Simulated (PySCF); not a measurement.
A PySCF script (with the pyscf-properties extension) for the NMR shieldings of SMILES C=C(C)[SiH2][C@H](F)C(F)(F)F, C₅H₈F₄Si, on a GFN2-xTB geometry:

```python
import basis_set_exchange as bse
import numpy as np
from pyscf import gto, dft
from pyscf.prop import nmr

atoms = """
C    -2.414773   -0.985017    0.689947
C    -1.575116   -0.181818    0.046195
C    -1.956473    1.226092   -0.305442
Si    0.140927   -0.760563   -0.485637
C     1.409170    0.308566    0.522693
F     1.278307    1.641545    0.194671
C     2.821571   -0.117556    0.201971
F     3.091723   -0.079242   -1.109376
F     3.764871    0.613809    0.808518
F     3.017648   -1.390413    0.592269
H    -3.398103   -0.658691    0.992995
H    -2.157068   -2.000077    0.938993
H    -1.908979    1.370474   -1.383670
H    -1.261925    1.931206    0.147293
H    -2.963428    1.456171    0.035184
H     0.409259   -0.461814   -1.892034
H     0.411218   -2.146154   -0.107479
H     1.282411    0.239798    1.607947
"""
names = dict.fromkeys(["C", "Si", "F", "H"], "pcSseg-1")
basis = {el: gto.basis.parse(bse.get_basis(n, elements=[el], fmt="nwchem")) for el, n in names.items()}
mol = gto.M(atom=atoms, basis=basis, charge=0, verbose=0)
mf = dft.RKS(mol, xc="PBE0")
mf.grids.level = 2
mf.grids.alignment = dft.numint.BLKSIZE   # the property module wants whole blocks of grid points
mf.conv_tol = 1e-9
mf.kernel()

calc = nmr.RKS(mf)   # GIAO
C = mf.mo_coeff
Co = C[:, mf.mo_occ > 0]
resp = mf.gen_response(singlet=True, hermi=2)
def vind(x):   # induced exchange potential for any number of trial vectors
    d = np.einsum("pi,xij,qj->xpq", C, 2 * x.reshape(-1, C.shape[1], Co.shape[1]), Co, optimize=True)
    return np.einsum("xpq,pi,qj->xij", resp(d - d.transpose(0, 2, 1)), C, Co, optimize=True).ravel()
mo1, _ = nmr.rhf.solve_mo1(calc, with_cphf=vind)
sigma = calc.kernel(mo1)
for i, s in enumerate(sigma):   # ppm
    w = np.linalg.eigvalsh((s + s.T) / 2)
    print("%2d %-2s iso %8.1f  s11 %8.1f  s22 %8.1f  s33 %8.1f" % (i, mol.atom_pure_symbol(i), w.mean(), *w))
```

**Question.** What does it print?

**Answer.** 
```
 0 C  iso     48.6  s11    -66.5  s22     68.6  s33    143.7
 1 C  iso     37.6  s11    -77.8  s22     15.5  s33    175.1
 2 C  iso    158.7  s11    145.1  s22    146.3  s33    184.8
 3 Si iso    391.2  s11    358.0  s22    392.5  s33    423.0
 4 C  iso     95.9  s11     61.8  s22     88.1  s33    137.9
 5 F  iso    439.4  s11    390.6  s22    432.7  s33    494.9
 6 C  iso     53.0  s11     45.3  s22     53.7  s33     60.1
 7 F  iso    259.0  s11    174.7  s22    266.7  s33    335.6
 8 F  iso    256.3  s11    171.3  s22    253.8  s33    344.0
 9 F  iso    259.0  s11    177.4  s22    261.5  s33    338.1
10 H  iso     25.5  s11     22.1  s22     25.0  s33     29.4
11 H  iso     25.9  s11     22.4  s22     24.5  s33     30.8
12 H  iso     29.6  s11     25.8  s22     28.3  s33     34.7
13 H  iso     29.2  s11     24.1  s22     30.1  s33     33.6
14 H  iso     29.7  s11     26.0  s22     28.0  s33     35.1
15 H  iso     27.0  s11     23.6  s22     26.7  s33     30.7
16 H  iso     27.3  s11     23.2  s22     27.3  s33     31.4
17 H  iso     26.7  s11     25.2  s22     25.9  s33     29.0
```

These numbers come from an equivalent density-fitted implementation of the same equations, which agrees with the script to about 0.01 ppm for H and up to a few tenths of a ppm for heavy atoms, so last digits may differ.

**Question.** Turn these shieldings into chemical shifts. Scale: 13C (σ = 186.93 ppm), 29Si (σ = 349.16 ppm), 1H (σ = 31.72 ppm) vs TMS; 19F (σ = 170.95 ppm) against CFCl3 (reference shieldings calculated alike).

**Answer.** Averaging equivalent atoms: C 1: 149.4; C 0: 138.3; C 6: 133.9; C 4: 91.0; C 2: 28.2; Si 3: -42.0; F 7/8/9: -87.2; F 5: -268.5; H 10: 6.21; H 11: 5.85; H 17: 5.00; H 15: 4.70; H 16: 4.42; H 12/13/14: 2.20 ppm. Unscaled 19F shifts against computed CFCl3 carry errors that often reach 10 to 50 ppm.

Size and cost of the density-fitted run: 217 basis functions, 29 s wall time on 1 thread of an Intel Xeon 6975P-C, shared host; peak memory 0.95 GiB.
